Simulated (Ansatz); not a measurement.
Consider the ligand exchange at the Si–N bond: `[SiH3]N1BC1` + `N=C1C[SiH2]1` → `[SiH3]/N=C1\C[SiH2]1` + `B1CN1`.

Computed with Ansatz on PBE0-D4/def2-TZVP structures; ΔE is electronic, products minus reactants. CBS: MP2 limit from def2 TZ/QZ plus the TZ coupled-cluster correction, frozen cores. This one scheme is used for every species. Functionals use def2-TZVPP. One conformer a species, not always the lowest.

`[SiH3]N1BC1`:

Z-matrix (Å, degrees):
```
Si
N 1 1.718
H 1 1.486 2 109.8
H 1 1.484 2 108.6 3 120.4
H 1 1.486 2 109.8 3 -119.1
B 2 1.359 1 160.1 3 -121.0
C 2 1.499 1 135.0 3 59.5
H 6 1.183 2 142.6 1 0.4
H 7 1.089 2 115.5 1 67.9
H 7 1.089 2 115.5 1 -68.3
```

`N=C1C[SiH2]1`:

```xyz
9

N     0.669   -0.148    1.900
C     0.299   -0.134    0.700
C    -0.532    0.705   -0.241
Si    0.244   -0.836   -0.997
H     0.293    0.663    2.404
H    -0.130    1.686   -0.493
H    -1.604    0.727   -0.048
H    -0.629   -1.989   -1.307
H     1.390   -0.673   -1.918
```

`[SiH3]/N=C1\C[SiH2]1`:

Cartesian coordinates in Å:
```
Si -1.522 1.304 1.043
N -0.257 1.295 -0.173
C 0.386 0.259 -0.458
C 0.452 -1.197 -0.051
Si 1.677 -0.687 -1.387
H -2.071 2.677 1.131
H -0.979 0.909 2.373
H -2.616 0.363 0.674
H 0.802 -1.394 0.962
H -0.413 -1.805 -0.316
H 1.434 -1.148 -2.773
H 3.107 -0.577 -1.024
```

`B1CN1`:

Z-matrix (Å, degrees):
```
C
N 1 1.467
B 1 1.562 2 52.5
H 1 1.090 2 116.6 3 110.6
H 1 1.090 2 116.6 3 -110.6
H 2 1.002 1 135.2 3 180.0
H 3 1.183 1 155.2 2 -180.0
```

CCSD(T)/CBS gives +0.39 eV.

Task: Another level gave +0.47 eV. Which?
A. CCSD/def2-TZVPP
B. r2SCAN/def2-TZVPP
C. HF/def2-TZVPP
D. PBE-D4/def2-TZVPP

Result: C. HF/def2-TZVPP 0.47, r2SCAN 0.36, CCSD/def2-TZVPP 0.41, PBE-D4 0.31 eV.

Largest T1 diagnostic among the species: 0.014.

In def2-TZVPP, CCSD(T) changes the Hartree–Fock value by −0.08 eV (the triples alone add −0.02 eV) and MP2 by −0.09 eV.
